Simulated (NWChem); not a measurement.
Ionisation of CH$_{4}$N

```xyz
6

C      0.5953    -0.1823     0.0000
N     -0.7292     0.3692     0.0000
H      0.7756    -0.8336     0.8827
H      1.3596     0.6118     0.0000
H      0.7756    -0.8336    -0.8827
H     -1.3778    -0.4354     0.0000
```
Charge 0, spin multiplicity 2.

All runs are NWChem calculations. Structure: optimised with UB3LYP/def2-SVP, a minimum by its harmonic frequencies.

Basis set: def2-TZVP. The species with one electron less has spin multiplicity 1 and keeps the geometry of the parent. Δ marks differences of total energies (open shells unrestricted). −ε marks an orbital energy of the parent. That orbital need not have the symmetry of the hole or added electron in the Δ rows. That singlet is a closed-shell solution.

B3LYP has NWChem's definition, with VWN1-RPA local correlation. The structure started from a generated list of species. The unpaired electrons of the parent sit in orbitals of symmetry a" (Cs labels of the run); other states weren't searched. No SCF solution was tested for a lower state. Open-shell Hartree-Fock references start from PBE0 orbitals.

Problem. For the first vertical ionisation energy, −ε(alpha HOMO) of B3LYP gives 7.48 eV and −ε(alpha HOMO) of PBE gives 6.10 eV. What do −ε(alpha HOMO) of BP86, −ε(alpha HOMO) of HF, ΔB3LYP give?

Solution. −ε(alpha HOMO) of BP86: 6.20 eV; −ε(alpha HOMO) of HF: 12.18 eV; ΔB3LYP: 10.59 eV.
